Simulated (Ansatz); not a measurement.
`CC[SiH](O)O` + `B[Si](C)(N)F` → `CC[SiH2]O` + `C[Si](N)(F)BO`  (redistribution)

Isolated molecules relaxed with PBE0-D4/def2-TZVP in Ansatz; ΔE leaves out vibrations. CCSD(T)/CBS adds triple-zeta CCSD(T) − MP2 to the extrapolated MP2 energy (def2 sets, frozen cores). Functionals use def2-TZVPP. B3LYP here is the variant with VWN-RPA as its local correlation; programs differ in this. One conformer a species, not always the lowest.

Q: Is it downhill or uphill in electronic energy at CCSD(T)/CBS, and by how much? (Estimate.)

A: The calculation gave: Downhill: ΔE = -5.5 kcal/mol.

Q: What do these levels give: PBE-D4, r2SCAN-D4, B3LYP-D4, ωB97X-V, PBE, r2SCAN, MP2/def2-TZVPP, SCS-MP2/def2-TZVPP, CCSD(T)/def2-TZVPP, SCS-MP2/def2-QZVPP, HF/CBS(def2), CCSD/CBS(def2)? (An estimate is asked.)

A: Computed: PBE-D4 -8.7, r2SCAN-D4 -6.1, B3LYP-D4 -6.8, ωB97X-V -6.2, PBE -8.9, r2SCAN -6.1, MP2/def2-TZVPP -5.6, SCS-MP2/def2-TZVPP -5.5, CCSD(T)/def2-TZVPP -6.0, SCS-MP2/def2-QZVPP -5.1, HF/CBS(def2) -3.2, CCSD/CBS(def2) -4.9 kcal/mol.

Largest T1 diagnostic among the species: 0.013.

From PBE to PBE0 (25 % exact exchange), in def2-TZVPP and without D4, ΔE moves by +1.4 kcal/mol. In def2-TZVPP, CCSD(T) changes the Hartree–Fock value by −2.7 kcal/mol (the triples alone add −0.6 kcal/mol) and MP2 by −2.2 kcal/mol.
